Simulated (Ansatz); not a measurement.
Molecule: HgO, net charge 0, singlet state. 
Coordinates optimised at B3LYP-D3(BJ)/def2-TZVP (Ansatz, a quantum-chemistry and plane-wave program):
SMILES: [O]=[Hg]
```xyz
2

Hg     0.0000     0.0000    -0.1744
O      0.0000     0.0000     1.7436
```
Charge 0, spin multiplicity 1.

Total electronic energies in hartree. Cores are frozen in the correlated levels unless marked. No spin-orbit coupling. The frozen core is the preceding noble-gas configuration, with the filled d and f shells of earlier blocks. In def2 rows, elements after Kr have scalar-relativistic effective core potentials. CBS(X,Y): correlation extrapolated as X^-3; Hartree-Fock from the larger set. The bracket is a focal-point correction in the basis named.

The Hartree-Fock reference is unstable (checked in the largest basis), which strains HF and MP2. The T1 diagnostic of CCSD in the largest basis is 0.030, which is high, so the coupled-cluster rows are less sure than usual.

```json
[
 {"level": "RI-HF/def2-TZVPP", "program": "Ansatz", "energy (Eh)": "-227.26546"},
 {"level": "revPBE-D3(BJ)/def2-TZVPD", "program": "Ansatz + dftd3", "energy (Eh)": "-228.69098"},
 {"level": "revPBE/def2-TZVPD", "program": "Ansatz", "energy (Eh)": "-228.68935"},
 {"level": "r2SCAN/def2-TZVPD", "program": "Ansatz", "energy (Eh)": "-228.64942"},
 {"level": "r2SCAN-D3(BJ)/def2-TZVPD", "program": "Ansatz + dftd3", "energy (Eh)": "-228.64959"},
 {"level": "HSE06-D3(BJ)/def2-TZVPD", "program": "Ansatz + dftd3", "energy (Eh)": "-228.52663"},
 {"level": "CAM-B3LYP-D3(BJ)/def2-TZVPD", "program": "Ansatz + dftd3", "energy (Eh)": "-228.54601"},
 {"level": "CAM-B3LYP/def2-TZVPD", "program": "Ansatz", "energy (Eh)": "-228.54541"},
 {"level": "wB97M-V/def2-TZVPD", "program": "Ansatz", "energy (Eh)": "-228.50444"},
 {"level": "MP2/CBS(def2-TZVPP,def2-QZVPP)", "program": "Ansatz", "energy (Eh)": "-228.0327"},
 {"level": "SCS-MP2/def2-TZVPPD", "program": "Ansatz", "energy (Eh)": "-227.90471"},
 {"level": "CCSD/def2-QZVPP", "program": "Ansatz", "energy (Eh)": "-227.94982"},
 {"level": "CCSD(T)/def2-SVPD", "program": "Ansatz", "energy (Eh)": "-227.68144"},
 {"level": "RI-MP2/CBS(def2-TZVPPD,def2-QZVPPD)+[CCSD(T)-MP2]/def2-TZVPPD", "program": "Ansatz", "energy (Eh)": "-228.0198"},
 {"level": "CCSD(T)/CBS(def2-TZVPPD,def2-QZVPPD)", "program": "Ansatz", "energy (Eh)": "-228.0154"}
]
```

Totals of different functionals don't rank their quality; only differences between species are comparable.
